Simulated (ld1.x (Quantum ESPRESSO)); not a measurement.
## Before and after: RRKJ potential for Sr

* Element: Sr (Z = 38)
* Generator: ld1.x (Quantum ESPRESSO) 7.5
* Type: norm-conserving RRKJ (Kleinman–Bylander form)
* Functional: LDA (PZ)
* Relativity: fully relativistic
* Frozen core: [Kr]
* Valence charge: 2
* Reference configuration: 4d0 5s2 5p0
* Partial waves: 5p (bound, empty): rc 4.20 bohr; 4d (bound, empty): rc 3.50 bohr; 5s (bound): rc 3.25 bohr
* Local potential: the s channel
* Core correction: none
* rho0: 0.01

Open shells are filled in proportion to 2j + 1 (rel_dist='average').

Change: all radii scaled by about 1.27 (s 4.14, p 5.34, d 4.46 bohr).

Cutoffs: the cutoffs (Ry, on a coarse ladder) from which the occupation-weighted sum of valence levels, in a spherical-Bessel basis at the reference potential, stays within 10 and 1 mRy of its value at 400 Ry; they do not see the model core or the augmentation charge, which bear on the density cutoff. Errors are all-electron minus pseudo energies relative to the spin-unpolarised reference configuration.

Problem. How do hardness, ghosts and transferability respond?

Solution. Both files are so soft that the ladder of cutoffs tells neither apart; of the 7 tests that both files solve, the error grows in 0 and shrinks in 3 by more than 15 % and 0.3 meV (median size 52.0 → 38.5 meV); neither file shows a bound ghost. That the errors move this way runs against the usual rule that smaller radii transfer better.

| quantity | base | changed |
| --- | --- | --- |
| cutoff, loose | 6 Ry | 6 Ry |
| cutoff, tight | 8 Ry | 8 Ry |
| bound ghosts | none | none |
| error for 4d0 5s1 5p0, meV [ΔE 6.06 eV] | +35 | +34 |
| error for 4d0 5s1.5 5p0, meV [ΔE 2.41 eV] | +5.4 | +5.5 |
| error for 4d0 5s1 5p1, meV [ΔE 2.39 eV] | +14 | +12 |
| error for 4d0.5 5s1.5 5p0, meV [ΔE 1.15 eV] | +52 | +39 |
| error for 4d0 5s0 5p2, meV [ΔE 4.92 eV] | +79 | +72 |
| error for 4d1 5s0 5p0, meV [ΔE 7.86 eV] | +288 | +184 |
| error for 4d1 5s1 5p0, meV [ΔE 2.34 eV] | +156 | +125 |

Base: The cutoffs count occupied waves only; the empty 4d level needs 10 Ry at the loose tolerance.
